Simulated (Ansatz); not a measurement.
Zirconium tetrachloride + CH₃NH₂ → `C[NH][Zr]([Cl])([Cl])[Cl]` + HCl at 700 K and 1 bar (ligand exchange at a Zr–Cl bond).

Calculated with Ansatz (gas phase, PBE0-D4/def2-TZVP geometries, no zero-point term in ΔE). CCSD(T)/CBS adds triple-zeta CCSD(T) − MP2 to the extrapolated MP2 energy (def2 sets, frozen cores). This one scheme is used for every species. def2 core potentials past Kr. For Zr outer-core shells are correlated without core-valence functions, which leaves a few kJ/mol of doubt a bond. Each species was taken in one conformer, which may not be the lowest.

```tsv
species	CCSD(T)/CBS energy (Eh)	H − E (kJ/mol)	S (J/(mol·K))
`[Cl][Zr]([Cl])([Cl])[Cl]`	-1886.41337	77.2	456.5
CH₃NH₂	-95.75281	207.6	296.6
`C[NH][Zr]([Cl])([Cl])[Cl]`	-1521.75679	240.7	564.4
HCl	-460.38127	38.4	211.8
```

H − E and S are ideal-gas, rigid-rotor, harmonic terms from PBE0-D4/def2-TZVP, for one conformer and one mirror image of each species. 1 Eh = 2625.50 kJ/mol, R = 8.31446 J/(mol·K).

Problem. By hand: ΔE, ΔH, ΔS and ΔG.

Solution. ΔE = (-1521.75679) + (-460.38127) − (-1886.41337) − (-95.75281) = 0.02812 Eh = 73.8 kJ/mol. Δ(H − E) = 240.7 + 38.4 − 77.2 − 207.6 = -5.7, so ΔH = 68.1 kJ/mol. ΔS = 564.4 + 211.8 − 456.5 − 296.6 = 23.1 J/(mol·K). ΔG = 68.1 − 700 × (23.1)/1000 = 51.9 kJ/mol.

Problem. By hand: the equilibrium constant, and the temperature at which ΔG would vanish if ΔH and ΔS stayed fixed.

Solution. log₁₀ K = −ΔG/(RT ln 10) = -3.9. ΔG = 0 at ΔH/ΔS = 2948 K, far beyond where these terms or the molecules hold.

ΔH outweighs TΔS. A doubt of 5 kJ/mol in ΔE shifts log₁₀ K by 0.4 here. Other conformers and mirror images would add mixing entropy, several J/(mol·K) or more a flexible species. Modes under 60 cm⁻¹, often nearly free rotors, make the harmonic entropy too high. These are equilibria of isolated gas molecules and say nothing of rates. Largest T1 diagnostic: 0.015 (customary marks: 0.02 for closed shells, 0.045 for open ones).
